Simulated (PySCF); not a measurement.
Compound: CH2B2F4O.
Atom-mapped SMILES: `[F:1][CH2:2][O:3][B:4]([F:5])[B:6]([F:7])[F:8]` (hydrogens: H9, H10 on C2)

Method used: PBE0-D3(BJ)/def2-SVP geometry optimisation, gas phase (PySCF 2.14.0).

(1) List the bond lengths, angles and torsions at this level.

Answers

(1) 
| bond | length (Å) | order |
| --- | --- | --- |
| F1–C2 | 1.370 | single |
| C2–O3 | 1.375 | single |
| O3–B4 | 1.357 | single |
| B4–F5 | 1.326 | single |
| B4–B6 | 1.716 | single |
| B6–F7, B6–F8 | 1.322 | single |
| C2–H9, C2–H10 | 1.102 | single |

Bonds in one row agree within 0.01 Å and their mean is given. Orders are formal, as drawn. A selection of angles:
| angle | degrees |
| --- | --- |
| F1–C2–O3 | 111.6 |
| F1–C2–H9 | 107.9 |
| O3–C2–H9 | 109.3 |
| H9–C2–H10 | 110.9 |
| C2–O3–B4 | 125.1 |
| O3–B4–F5 | 114.6 |
| O3–B4–B6 | 122.5 |
| F5–B4–B6 | 122.9 |
| B4–B6–F7 | 121.7 |
| F7–B6–F8 | 116.3 |

Dihedral angles: F1–C2–O3–B4 0° (synperiplanar); C2–O3–B4–F5 179° (antiperiplanar); O3–B4–B6–F7 -90°.

Of the pairs four or more bonds apart, F1···F7 is among the closest relative to their van der Waals radii: 2.94 Å, 100 % of the sum of Bondi's values. B6 (three-coordinate boron) is planar (angles 122.0°, 121.7° and 116.3°, sum 360.0°, 0.02 Å off the plane of its three neighbours). B4 (three-coordinate boron) is planar (angles 122.9°, 122.5° and 114.6°, sum 360.0°, 0.00 Å off the plane of its three neighbours).

Point group: Cs (tolerance 0.08 Å). Stationary, but not proved a minimum. One conformer, not necessarily the lowest.
